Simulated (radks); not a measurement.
Q: Ionisation ladder of manganese, from Mn I to Mn XXII. Each ion is in the ground configuration listed by NIST, and IE = E(next ion) - E(this ion). Method: Dirac Kohn-Sham, relativistic LDA (MacDonald-Vosko exchange, VWN5 correlation), spin-unpolarised, spherical densities, finite nucleus; open shells fill j = l - 1/2 first; Fermi nuclear charge, rms radius 3.7057 fm; computed with a radial shooting solver on a logarithmic mesh with Libxc functionals.

species   configuration  IE, Delta-SCF (eV)  <r> HOMO (bohr)
Mn I       [Ar] 3d5 4s2               8.631             3.07
Mn II      [Ar] 3d5 4s1              15.846             2.79
Mn III         [Ar] 3d5              32.743             1.15
Mn IV          [Ar] 3d4              51.125             1.04
Mn V           [Ar] 3d3              71.831            0.965
Mn VI          [Ar] 3d2              94.696            0.905
Mn VII         [Ar] 3d1              119.54            0.855
Mn VIII            [Ar]              195.68            0.814
Mn IX      [Ne] 3s2 3p5              223.10            0.795
Mn X       [Ne] 3s2 3p4              251.40            0.777
Mn XI      [Ne] 3s2 3p3              280.52            0.761
Mn XII     [Ne] 3s2 3p2              312.45            0.740
Mn XIII    [Ne] 3s2 3p1                   ?            0.725
Mn XIV         [Ne] 3s2                   ?            0.720
Mn XV          [Ne] 3s1              434.48            0.709
Mn XVI             [Ne]              1133.6            0.243
Mn XVII    [He] 2s2 2p5              1227.5            0.238
Mn XVIII   [He] 2s2 2p4                   ?            0.234
Mn XIX     [He] 2s2 2p3                   ?            0.229
Mn XX      [He] 2s2 2p2              1536.9            0.223
Mn XXI     [He] 2s2 2p1              1640.3            0.219
Mn XXII        [He] 2s2              1787.5            0.253

Estimate the withheld Delta-SCF values.

A: Mn XIII: 343.13 eV (NIST 344); Mn XIV: 404.89 eV (NIST 403.0); Mn XVIII: 1324.0 eV (NIST 1320); Mn XIX: 1422.7 eV (NIST 1431).

Beside tabulated values, note that spin-unpolarised runs miss the spin-polarisation part of the exchange energy of open shells.
